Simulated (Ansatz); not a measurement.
Basis-set extrapolation for ClF₂Si, SMILES `F[Si](F)Cl` radical (PBE0-D4/def2-TZVP geometry, frozen core, Ansatz 0.2.0). Multiplicity 2, UHF reference.

```json
{"": "HF", "def2-TZVPP": "-947.576327", "def2-QZVPP": "-947.608639"}
{"": "MP2 correlation", "def2-TZVPP": "-0.775489", "def2-QZVPP": "-0.852578"}
{"": "CCSD(T) correlation", "def2-TZVPP": "-0.820202", "def2-QZVPP": "not run"}
```

Energies in hartree. Use E(X) = E(∞) + A·exp(−7.88·√X) for Hartree–Fock and E(X) = E(∞) + B·X^(−2.97) for correlation, with X = 3 and 4, and add CCSD(T) minus MP2 of the smaller set to the MP2 limit.

What is the CCSD(T) energy at the basis-set limit?

HF limit: -947.608639 + (-0.032312) × 0.13774 = -947.61309. MP2 limit: -0.852578 + (-0.077089) × 0.74074 = -0.90968. Higher-order term: -0.820202 − (-0.775489) = -0.04471. Total: -948.56748 hartree, 448.8 kJ/mol below CCSD(T)/def2-TZVPP.
